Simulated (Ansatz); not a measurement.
GeH$_{5}$NOSi (`N[SiH]1[O][GeH2]1`) from Hartree–Fock to CCSD(T)

Cartesian coordinates in Å:
```
N -0.617 1.261 -1.215
Si -0.630 0.254 0.140
O -0.430 -1.344 -0.099
Ge 1.103 -0.967 0.986
H 0.025 1.153 -1.982
H -1.102 2.142 -1.226
H -1.725 0.741 1.012
H 1.038 -1.877 2.229
H 2.339 -1.364 0.154
```

Total charge 0; spin multiplicity 1. Correlated methods include outer-core shells of Ge, which these sets cover unevenly. Scalar relativity is left out up to krypton. The structure was optimised at the PBE0-D4/def2-TZVP level. It is one conformer, not always the lowest. Frozen core, restricted reference, Ansatz.

```json
{"basis": "def2-SVP", "HF (Eh)": "-2496.09168", "MP2 corr.": "-0.68134", "CCSD corr.": "-0.70702", "(T)": "-0.02122", "CCSD(T) total": "-2496.81992"}
{"basis": "def2-TZVPP", "HF (Eh)": "-2496.63841", "MP2 corr.": "-0.82591", "CCSD corr.": "-0.84766", "(T)": "-0.03441", "CCSD(T) total": "-2497.52048"}
{"basis": "def2-QZVPP", "HF (Eh)": "-2496.69658", "MP2 corr.": "-1.13405", "CCSD corr.": "–", "(T)": "–", "CCSD(T) total": "–"}
```
